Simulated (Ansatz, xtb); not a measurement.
# Two conformers of CH9BSi2

We compare X, `BC[SiH2][SiH3]`, a singlet, with Y, `BC[SiH2][SiH3]`, a singlet. Both are isolated molecules in the gas phase, relaxed with PBE-D3(BJ)/def2-SVP.

X (Å):

```yaml
atoms:
  - { symbol: C, position_ang: [-1.9281, -1.3161, 0.2134] }
  - { symbol: B, position_ang: [-0.9675, -2.3523, 0.8125] }
  - { symbol: Si, position_ang: [-0.5556, -0.4817, -0.8778] }
  - { symbol: Si, position_ang: [1.6295, -0.5950, 0.0223] }
  - { symbol: H, position_ang: [-0.6895, -3.3713, 0.2025] }
  - { symbol: H, position_ang: [-0.3787, -2.1191, 1.8550] }
  - { symbol: H, position_ang: [-2.3135, -0.5275, 0.8875] }
  - { symbol: H, position_ang: [-2.6945, -1.6627, -0.5064] }
  - { symbol: H, position_ang: [-0.8884, 0.9819, -1.0079] }
  - { symbol: H, position_ang: [-0.5511, -1.1146, -2.2412] }
  - { symbol: H, position_ang: [1.6771, 0.0797, 1.3661] }
  - { symbol: H, position_ang: [2.5442, 0.1462, -0.9192] }
  - { symbol: H, position_ang: [2.1252, -2.0079, 0.1562] }
```

Y (Å):

```yaml
atoms:
  - { symbol: C, position_ang: [-0.8138, -2.3484, 1.4738] }
  - { symbol: B, position_ang: [0.6764, -2.0863, 1.1866] }
  - { symbol: Si, position_ang: [-1.5959, -0.6631, 0.9495] }
  - { symbol: Si, position_ang: [-3.9201, -0.7907, 1.2940] }
  - { symbol: H, position_ang: [1.1401, -2.2993, 0.0798] }
  - { symbol: H, position_ang: [1.3891, -1.5759, 2.0333] }
  - { symbol: H, position_ang: [-1.0962, -2.4720, 2.5392] }
  - { symbol: H, position_ang: [-1.3138, -3.1035, 0.8336] }
  - { symbol: H, position_ang: [-1.3129, -0.3776, -0.5014] }
  - { symbol: H, position_ang: [-1.0225, 0.4632, 1.7676] }
  - { symbol: H, position_ang: [-4.2002, -1.0702, 2.7473] }
  - { symbol: H, position_ang: [-4.6002, 0.4943, 0.9034] }
  - { symbol: H, position_ang: [-4.4911, -1.9159, 0.4717] }
```

**Question.** Which of the two would you expect CCSD(T)/def2-SVP + ΔMP2/def2-TZVPP electronic energies to favour?

**Answer.** Structure Y; the calculation gives E(Y) − E(X) = −1.10 kcal/mol.

How the difference moves with the method:

```tsv
level	geometry	E(Y) − E(X) (kcal/mol)	departure from the last row (kcal/mol)	job, with rough time for the two
PBE-D3(BJ)/def2-SVP	PBE-D3(BJ)/def2-SVP	−0.36	+0.74	optimisation, 3.6 min
HF/def2-SVP	PBE-D3(BJ)/def2-SVP	−3.92	−2.82	part of the CCSD(T) run
MP2/def2-SVP	PBE-D3(BJ)/def2-SVP	−1.58	−0.48	part of the CCSD(T) run
CCSD(T)/def2-SVP	PBE-D3(BJ)/def2-SVP	−1.54	−0.44	single point
CCSD(T)/def2-SVP + ΔMP2/def2-TZVPP	PBE-D3(BJ)/def2-SVP	−1.10		single point, 46 s
```

PBE-D3(BJ)/def2-SVP finds them nearly level. The largest departure from CCSD(T)/def2-SVP + ΔMP2/def2-TZVPP is that of HF/def2-SVP, 2.82 kcal/mol. Levels run at GFN2-xTB geometries aren't shown. The last row adds to CCSD(T) the change of the MP2 difference between the two basis sets, here +0.44 kcal/mol.

With harmonic frequencies from PBE-D3(BJ)/def2-SVP (ideal gas, rigid rotor, one conformer each, 298.15 K, 1 atm): on the last row, ΔE + ΔZPE = −1.27 kcal/mol. A mode under 50 cm⁻¹ makes harmonic enthalpies and free energies unreliable, so none is given.

The correlated steps freeze 12 core orbitals. Programs: Ansatz 0.2.0; the last row on 2 threads of Intel(R) Xeon(R) Processor @ 2.50GHz (Skylake/Cascade Lake) on a shared host.
